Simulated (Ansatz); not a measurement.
C4H9O, doublet, geometry from GFN2-xTB; MP2/STO-3G (Ansatz, a first-principles code).

The Ansatz input:
Ansatz 0.2 input:
```yaml
crystal:
  periodic: [false, false, false]
  atoms:
    - {symbol: C, position_ang: [1.10185095, 0.08952401, -1.00660030]}
    - {symbol: C, position_ang: [0.01772599, -0.03721019, 0.14273398]}
    - {symbol: C, position_ang: [-1.00138603, -1.09986115, -0.33556832]}
    - {symbol: C, position_ang: [-0.65591332, 1.35163878, 0.26062417]}
    - {symbol: O, position_ang: [0.67474315, -0.39270925, 1.22380168]}
    - {symbol: H, position_ang: [0.60190441, 0.38294788, -1.92343626]}
    - {symbol: H, position_ang: [1.83273200, 0.83483806, -0.71033671]}
    - {symbol: H, position_ang: [1.59232464, -0.87111037, -1.12521481]}
    - {symbol: H, position_ang: [-1.45005469, -0.80729159, -1.28040919]}
    - {symbol: H, position_ang: [-1.77800021, -1.19526956, 0.41962203]}
    - {symbol: H, position_ang: [-0.51269828, -2.06411339, -0.44549336]}
    - {symbol: H, position_ang: [0.07364055, 2.09659039, 0.56636893]}
    - {symbol: H, position_ang: [-1.10446738, 1.64502156, -0.68401894]}
    - {symbol: H, position_ang: [-1.42699176, 1.29551237, 1.02536770]}
basis:
  gaussian:
    orbitals: STO-3G
magnetization: {spin_polarized: true, initial_magnetization: 1}
correlation: {method: mp2}
```

Problem. Predict the main parts of the log of this Ansatz run.

Solution. 
```
Functional definition: HF
485 factors; integrals over basis functions are off by at most 3.1e-5 eV
mean field evaluation 1: about -6216.1137 eV, gradient 2.5e1 eV
mean field evaluation 2: about -6216.4380 eV, gradient 2.5e1 eV
mean field evaluation 4: about -6222.6470 eV, gradient 4.3e0 eV
mean field evaluation 8: about -6222.9729 eV, gradient 8.5e-4 eV
mean field evaluation 16: about -6222.8313 eV, gradient 1.8e-2 eV
mean field evaluation 32: about -6222.8030 eV, gradient 1.9e0 eV
mean field -6222.96846892 eV, -228.6898731532 hartree, gradient 2.5e-6 eV, S^2 0.756233; 6 other end points of the search recorded, 0 dependent functions left out
5 core orbitals not correlated
reference -6222.96846892 eV, -228.6898731532 hartree; 16, 15 occupied and 13, 14 virtual orbitals, 485 factors
second order -5.95912638 eV of doubles, -0.00000000 eV of singles
Total energy: -6228.92759529 eV, -228.9088670083 hartree
```
